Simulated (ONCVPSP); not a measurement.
## fluorine, ONCV: configuration errors across variants

- Element: F (Z = 9)
- Generator: ONCVPSP 4.0.1
- Type: optimised norm-conserving Vanderbilt (ONCV)
- Functional: PBEsol
- Relativity: scalar-relativistic
- Frozen core: [He]
- Valence charge: 7
- Reference configuration: 2s2 2p5
- Partial waves: 2s: rc 0.75 bohr, ncon 4, nbas 8, qcut 7.3 1/bohr, 1 projector; 2p: rc 1.05 bohr, ncon 5, nbas 10, qcut 10.5 1/bohr, 1 projector
- Local potential: polynomial inside 0.70 bohr (lpopt 5, dvloc0 4 Ha)
- Core correction: none

All-electron excitation energies from the reference (eV): (1) 2s2 2p4 19.317; (2) 2s2 2p3 57.595; (3) 2s2 2p2 118.084; (4) 2s2 2p1 203.676.

Errors AE − PS in meV (a dash: test not solved or not reliable):

```json
{"change": "base", "(1)": "+3.7", "(2)": "+56", "(3)": "+278", "(4)": "+917", "bound ghosts": "none", "GHOST(+) flags above zero": "none"}
{"change": "s: qcut 4.9; p: qcut 7", "(1)": "+9.8", "(2)": "+117", "(3)": "+544", "(4)": "+1698", "bound ghosts": "none", "GHOST(+) flags above zero": "none"}
{"change": "s: qcut 5.9; p: qcut 8.5", "(1)": "+6.9", "(2)": "+87", "(3)": "+414", "(4)": "+1317", "bound ghosts": "none", "GHOST(+) flags above zero": "none"}
{"change": "s: qcut 8.4; p: qcut 12.1", "(1)": "+2.0", "(2)": "+39", "(3)": "+204", "(4)": "+699", "bound ghosts": "none", "GHOST(+) flags above zero": "none"}
{"change": "s: qcut 9.3; p: qcut 13.4", "(1)": "+0.9", "(2)": "+29", "(3)": "+162", "(4)": "+574", "bound ghosts": "none", "GHOST(+) flags above zero": "none"}
{"change": "s: qcut 10.1; p: qcut 14.5", "(1)": "+0.3", "(2)": "+23", "(3)": "+137", "(4)": "+498", "bound ghosts": "none", "GHOST(+) flags above zero": "none"}
```

**Question.** Give the same row for: s: qcut 7.4; p: qcut 10.6.

**Answer.** +3.6, +54, +272, +901; bound ghosts: none; GHOST(+) flags above zero: none.
